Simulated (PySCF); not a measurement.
A geometry optimisation on `C=[N][GeH2][Br]`.

Computed with PBE0-D3(BJ)/def2-SVP geometry optimisation, gas phase (PySCF 2.14.0). Start geometry: GFN2-xTB. The command runs a driver script over a list of jobs; the input below is this job's line of settings and its coordinates in Å.

Command:
```bash
OMP_NUM_THREADS=1 python probes_run.py task.json out
```

Input:
```
{"job": {"xc": "PBE0", "basis": "def2-SVP", "d3": "d3bj", "grid": 1, "shake": 0.01, "kind": "geom"}, "charge": 0, "multiplicity": 1}
C      1.535960    -0.171780     0.456380
N      0.400110    -0.731010     0.432360
Ge    -1.209480    -0.133480    -0.226420
Br    -0.974890     1.976510    -1.100400
H      1.700730     0.852570     0.046490
H      2.367250    -0.652250     0.884480
H     -1.612550    -1.072910    -1.306220
H     -2.151990    -0.086800     0.916350
```

Output:
```
step   0  E = -4745.12679544  max force = 0.045993
step   1  E = -4745.13105964  max force = 0.017809
step   2  E = -4745.13147889  max force = 0.005123
step   3  E = -4745.13165163  max force = 0.004718
step   4  E = -4745.13181048  max force = 0.000669
step   5  E = -4745.13181820  max force = 0.000352
optimisation converged
```

Energies in Eh; «max force» is the largest Cartesian gradient component in Eh/bohr.

Question: How much energy does the optimisation release, in kJ/mol?

Answer: E(step 0) − E(last step) = 0.005023 Eh, which is 13.2 kJ/mol.

Question: Give the first gradient maximum in eV/Å.

Answer: With 1 Eh/bohr = 51.422 eV/Å, 2.365 eV/Å.

In short: final energy -4745.13182 Eh after 5 steps; dipole 0.87 D.

Question: How long does this job take on an Arm Neoverse V1 with one thread, shared host with 32 logical CPUs at a one-minute load of 26? And the peak memory of the process?

Answer: About 38 s, with 0.45 GiB resident at the peak, the Python interpreter and its libraries included.
Labels such as C1 count atoms from 1, the log's own numbers from 0.
